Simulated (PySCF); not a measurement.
BeBr2, SMILES [Br][Be][Br]. Atoms are numbered in the order given.

```xyz
3

Be     0.0000     0.0000     0.0000
Br     0.0000     0.0000    -1.9557
Br     0.0000     0.0000     1.9557
```

Coordinates come from a B3LYP-D3(BJ)/def2-TZVP optimisation.

Computed with TDDFT-LC-ωPBE/def2-SVPD run with PySCF.

Vertical excitations; the highest root listed may be one member of a degenerate set.  State labels are in the subgroup D2h.

Computed excitation energies, oscillator strengths and character:
```tsv
state	symmetry	energy (eV)	λ (nm)	f	main pairs
S1	Au	7.17	173	0.000	HOMO→LUMO+2 43 %, HOMO−1→LUMO+1 43 %
S2	B1u	7.23	172	0.000	HOMO→LUMO+1, HOMO−1→LUMO+2 (degenerate set)
S3	Au	7.23	172	0.000	HOMO−1→LUMO+1, HOMO→LUMO+2 (degenerate set)
S4	B2g	7.59	163	0.000	HOMO−1→LUMO (degenerate set)
S5	B3g	7.59	163	0.000	HOMO→LUMO (degenerate set)
S6	B1g	7.70	161	0.000	HOMO−2→LUMO+1 42 %, HOMO−3→LUMO+2 42 %
S7	Ag	7.79	159	0.000	HOMO−2→LUMO+2, HOMO−3→LUMO+1 (degenerate set)
S8	B1g	7.79	159	0.000	HOMO−3→LUMO+2, HOMO−2→LUMO+1 (degenerate set)
S9	B1u	8.14	152	0.546	HOMO→LUMO+1 38 %, HOMO−1→LUMO+2 38 %, HOMO−1→LUMO+5 6 %, HOMO→LUMO+4 6 %
S10	B3u	8.22	151	0.188	HOMO−2→LUMO 80 %
T1	B1u	6.72	184	0	HOMO→LUMO+1 42 %, HOMO−1→LUMO+2 42 %
T2	B1u	6.95	178	0	HOMO→LUMO+1, HOMO−1→LUMO+2 (degenerate set)
T3	Au	6.95	178	0	HOMO−1→LUMO+1, HOMO→LUMO+2 (degenerate set)
T4	Au	7.18	173	0	HOMO−1→LUMO+1 43 %, HOMO→LUMO+2 43 %
```
Triplets are in the Tamm–Dancoff approximation, which puts them higher than full response would, so one can lie above its singlet here.
